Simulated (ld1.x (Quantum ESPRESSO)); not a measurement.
**Transferability test, RRKJ potential for Mn**

ld1.x (Quantum ESPRESSO) 7.5 input, shortened:

```
&input
   title='Mn', zed=25., rel=1, dft='BLYP', iswitch=3,
   config='[Ar] 3d5 4s2 4p0'
 /
 &inputp
   pseudotype=2, tm=.false., lloc=1,
   nlcc=.false.
 /
3
3S  1  0   2.00   0.00  1.05  1.05  0.0
3D  3  2   5.00   0.00  2.00  2.00  0.0
3P  2  1   6.00   0.00  1.45  1.45  0.0
 &test
   configts(1)='3s2 3p6 3d5 4s2 4p0'
 /
```

Occupied shells without a wave of their own: 4s. They enter only through the test configuration that unscreens the potential.

Energies are relative to the spin-unpolarised reference configuration 3s2 3p6 3d5 4s2 4p0; without spin polarisation the order of configurations can differ from experiment.

```tsv
valence configuration	charge	ΔE all-electron (eV)	error AE − PS (meV)
3s2 3p6 3d5 4s1 4p0	+1	8.401	-84
3s2 3p6 3d4 4s0 4p0	+3	56.691	-283
3s1 3p6 3d5 4s2 4p0	+1	93.215	-538
3s2 3p6 3d6 4s0 4p0	+1	6.931	+0.5
3s2 3p6 3d5.5 4s1.5 4p0	0	-0.466	-6.1
3s2 3p6 3d5 4s1 4p1	0	3.875	-56
```

(1) What are ΔE and the potential's error for 3s2 3p6 3d5 4s0 4p0?

Levels in the configuration 3s2 3p6 3d5.5 4s1.5 4p0:

```json
{"level": "3s", "all-electron (eV)": "-83.279", "pseudo (eV)": "-83.285"}
{"level": "3p", "all-electron (eV)": "-52.151", "pseudo (eV)": "-52.147"}
{"level": "3d", "all-electron (eV)": "-4.804", "pseudo (eV)": "-4.871"}
{"level": "4s", "all-electron (eV)": "-4.532", "pseudo (eV)": "-4.572"}
```

Answers

(1) ΔE = 24.170 eV all-electron; the error (AE − PS) is -216 meV.

ld1.x printed “convergence not achieved” for 7 of the counted tests; their residual had stalled under 1e-8, short of the target of 1e-14. The 4s level has no wave, so the channel is fitted at the deeper level alone: the likely source of the large errors.
